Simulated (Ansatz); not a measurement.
Start from `CC(C)(C)O[Si]O` and change one atom or group to get `CC(C)(C)S`.

Ansatz, PBE0-D4/def2-TZVP geometries, multiplicity 1. Each molecule was computed in one conformer, which needn't be the lowest.

```tsv
property	`CC(C)(C)O[Si]O`
size of the dipole moment (ωB97M-V/def2-TZVPP) / D	2.60
HOMO–LUMO gap (PBE0/def2-TZVPP) / eV	5.82
HOMO–LUMO gap (PBE/def2-TZVPP) / eV	3.87
HOMO energy (ωB97M-V/def2-TZVPP) / eV	-8.93
LUMO energy (B3LYP/def2-TZVPP) / eV	-1.12
HOMO–LUMO gap (ωB97M-V/def2-TZVPP) / eV	9.94
```

Task: Give the same properties after the change, and the shifts. (Best estimate.)

Result: Computed: 
| property | `CC(C)(C)S` | shift |
| --- | --- | --- |
| size of the dipole moment (ωB97M-V/def2-TZVPP) / D | 1.61 | -0.99 |
| HOMO–LUMO gap (PBE0/def2-TZVPP) / eV | 7.14 | 1.32 |
| HOMO–LUMO gap (PBE/def2-TZVPP) / eV | 4.97 | 1.10 |
| HOMO energy (ωB97M-V/def2-TZVPP) / eV | -8.96 | -0.03 |
| LUMO energy (B3LYP/def2-TZVPP) / eV | 0.16 | 1.28 |
| HOMO–LUMO gap (ωB97M-V/def2-TZVPP) / eV | 11.07 | 1.13 |

With PBE0 the HOMO rises by 0.05 eV and the LUMO rises by 1.37 eV, so the gap widens by about 1.32 eV. PBE moves the HOMO by 0.15 eV and ωB97M-V by -0.03 eV. Dipoles are sizes alone; their direction can turn.

B3LYP here is the variant with VWN-RPA as its local correlation; programs differ in this.
